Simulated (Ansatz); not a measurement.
Reaction (formal hydrolysis of the Al–Al bond): `[CH3][Al]([AlH2])[SiH3]` + H₂O → `[CH3][Al]([OH])[SiH3]` + `[AlH3]`

Computed with Ansatz on PBE0-D4/def2-TZVP structures; ΔE is electronic, products minus reactants. CCSD(T)/CBS adds triple-zeta CCSD(T) − MP2 to the extrapolated MP2 energy (def2 sets, frozen cores). This one scheme is used for every species. Functionals use def2-TZVPP. B3LYP here is the variant with VWN-RPA as its local correlation; programs differ in this. One conformer a species, not always the lowest.

```json
{"level": "PBE-D4", "ΔE (kcal/mol)": "-28.9", "difference from CCSD(T)/CBS": "3.9"}
{"level": "r2SCAN-D4", "ΔE (kcal/mol)": "-33.8", "difference from CCSD(T)/CBS": "-1.0"}
{"level": "PBE0-D4", "ΔE (kcal/mol)": "-29.4", "difference from CCSD(T)/CBS": "3.4"}
{"level": "B3LYP-D4", "ΔE (kcal/mol)": "-34.6", "difference from CCSD(T)/CBS": "-1.8"}
{"level": "ωB97X-V", "ΔE (kcal/mol)": "-34.1", "difference from CCSD(T)/CBS": "-1.3"}
{"level": "ωB97M-V", "ΔE (kcal/mol)": "-36.2", "difference from CCSD(T)/CBS": "-3.4"}
{"level": "B2PLYP", "ΔE (kcal/mol)": "-35.8", "difference from CCSD(T)/CBS": "-3.0"}
{"level": "PBE", "ΔE (kcal/mol)": "-29.1", "difference from CCSD(T)/CBS": "3.7"}
{"level": "r2SCAN", "ΔE (kcal/mol)": "-33.9", "difference from CCSD(T)/CBS": "-1.1"}
{"level": "PBE0", "ΔE (kcal/mol)": "-29.6", "difference from CCSD(T)/CBS": "3.2"}
{"level": "B3LYP", "ΔE (kcal/mol)": "-35.0", "difference from CCSD(T)/CBS": "-2.2"}
{"level": "HF/def2-TZVPP", "ΔE (kcal/mol)": "-36.5", "difference from CCSD(T)/CBS": "-3.7"}
{"level": "MP2/def2-TZVPP", "ΔE (kcal/mol)": "-35.9", "difference from CCSD(T)/CBS": "-3.1"}
{"level": "SCS-MP2/def2-TZVPP", "ΔE (kcal/mol)": "-36.1", "difference from CCSD(T)/CBS": "-3.3"}
{"level": "CCSD/def2-TZVPP", "ΔE (kcal/mol)": "-33.4", "difference from CCSD(T)/CBS": "-0.6"}
{"level": "CCSD(T)/def2-TZVPP", "ΔE (kcal/mol)": "-33.1", "difference from CCSD(T)/CBS": "-0.3"}
{"level": "HF/def2-QZVPP", "ΔE (kcal/mol)": "-36.8", "difference from CCSD(T)/CBS": "-4.0"}
{"level": "MP2/def2-QZVPP", "ΔE (kcal/mol)": "-35.8", "difference from CCSD(T)/CBS": "-3.0"}
{"level": "SCS-MP2/def2-QZVPP", "ΔE (kcal/mol)": "-36.1", "difference from CCSD(T)/CBS": "-3.3"}
{"level": "HF/CBS(def2)", "ΔE (kcal/mol)": "-36.8", "difference from CCSD(T)/CBS": "-4.0"}
{"level": "MP2/CBS(def2)", "ΔE (kcal/mol)": "-35.6", "difference from CCSD(T)/CBS": "-2.8"}
{"level": "CCSD/CBS(def2)", "ΔE (kcal/mol)": "-33.2", "difference from CCSD(T)/CBS": "-0.4"}
{"level": "CCSD(T)/CBS", "ΔE (kcal/mol)": "-32.8", "difference from CCSD(T)/CBS": "0"}
```

Largest T1 diagnostic among the species: 0.013.
